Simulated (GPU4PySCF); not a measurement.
Vertical excitations of a molecule C₁₂H₁₀N₂ from TDDFT-PBE/def2-SVPD run with GPU4PySCF, as energy in eV (oscillator strength): 2.12 (0.000), 3.48 (0.520), 3.57 (0.000), 3.59 (0.248), 3.75 (0.000), 3.79 (0.000), 4.14 (0.000), 4.28 (0.000), 4.86 (0.096), 4.89 (0.000), 5.15 (0.000), 5.16 (0.000). Lowest triplet (TDA): 1.58 eV. Geometry: B3LYP-D3(BJ)/def2-TZVP. The values are those of a single conformer.

Pick the molecule that these values belong to.
A. c1ccc(/N=N/c2ccccc2)cc1
B. C=Cc1ccnc(-c2ccccc2)n1
C. C=Cc1nccc(-c2ccccc2)n1
D. Cn1ccc(-c2ccccc2)c1C#N

A, c1ccc(/N=N/c2ccccc2)cc1
